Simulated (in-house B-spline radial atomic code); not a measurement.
The numbers below are computed, except where a source is named.
Two electrons in Ge: a Gaussian well −V exp(−r²/w²) with V = 289 meV and w = 29.4 nm

For Ge the NSM archive of the Ioffe Institute lists m_l = 1.6 m0, m_t = 0.08 m0 and ε = 16.2; the model takes one isotropic valley with the conductivity mass 3/(1/m_l + 2/m_t) = 0.117 m0, and so misses anisotropy and the other valleys. All triplets below are those of one valley; with several valleys two electrons can form a triplet in the 1s orbital itself, at an energy set by the valley splitting.

Effective-mass model with parabolic bands, a uniform dielectric constant, no image charges, no central-cell or spin-orbit terms. Two-electron levels come from full CI in B-splines with partial waves to l = 5 (up to 0.001 effective hartree above the limit).

(1) What are the effective units, and what is the potential in them?

In these units the lowest s and p orbitals lie at -21.2780 and -19.6367, and their Coulomb and exchange integrals are J_ss = 1.0241, J_sp = 0.8475 and K_sp = 0.1682. Full CI gives -41.6021 for the ground singlet, -40.2527 for the sp triplet, -39.9690 for the sp singlet and -38.7013 for the lowest triplet of two s orbitals.

(2) What does it cost to add the second electron, to first order and exactly?

(3) How far above the singlet do the triplets lie?

Answers

(1) Ha* = 27211.386 meV × 0.117/16.2² = 12.13 meV and a* = 0.0529177 nm × 16.2/0.117 = 7.327 nm. V = 23.8 Ha* and w = 4.01 a*.

(2) To first order E = 2ε_s + J_ss = -41.5318, so the charging energy E(2) − 2E(1) is J_ss = 12.42 meV. CI gives -41.6021 − 2 × (-21.2780) = 0.9538, or 11.57 meV: relaxation and correlation lower it by 0.8529 meV, 6.9 % of J_ss. The s² configuration of one-electron orbitals holds 98.3 % of the state, and the mean radius is 6.8 nm. The second electron is bound by ε_s − E = 246.6 meV, against 258.1 meV for the first.

(3) To first order the sp triplet lies at ε_s + ε_p + J_sp − K_sp = -40.2353, which is 15.73 meV above 2ε_s + J_ss. CI gives -40.2527 − (-41.6021) = 1.3495, or 16.37 meV, 82 % of the orbital spacing of 19.91 meV. The ss triplet lies 35.19 meV up, so the lower of the two is the sp one, and its gap equals k_BT at 190 K. The sp singlet-triplet splitting is 3.442 meV, against 2K_sp = 4.08 meV.
